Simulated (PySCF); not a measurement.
These are PBE-D3(BJ)/def2-TZVP // B3LYP-D3(BJ)/def2-TZVP in PySCF values and carry that method's errors. All species are isolated molecules in the gas phase. One relaxed conformer stands for a flexible species; it need not be the lowest. Delta-SCF ions had no search for a lower state. Excitations are Tamm–Dancoff values on a coarser integration grid. The basis has no diffuse functions, so Rydberg states are missing or too high.

Reference species (SMILES): `[OH][Al]([OH])[I]` (H–O–Al–I torsion 0°, I–Al–O–H torsion 0°) (neutral, multiplicity 1).

| Item | Value |
|---|---|
| LUMO | -1.80 eV |
| T1 excitation (TDA) | 4.81 eV |
| vertical ionisation energy (Delta-SCF) | 9.84 eV |

Changed species: `[Al]([I])([I])[I]` (3 of 3 OH replaced by I; the reference has 1 of 3 OH replaced by I).

Problem. Predict the effect on the LUMO, T1 excitation (TDA) and vertical ionisation energy (Delta-SCF).

Solution. the LUMO falls by 0.94 eV, to -2.74 eV; the T1 excitation (TDA) drops by 1.05 eV, to 3.76 eV; the vertical ionisation energy (Delta-SCF) falls by 0.90 eV, to 8.94 eV.
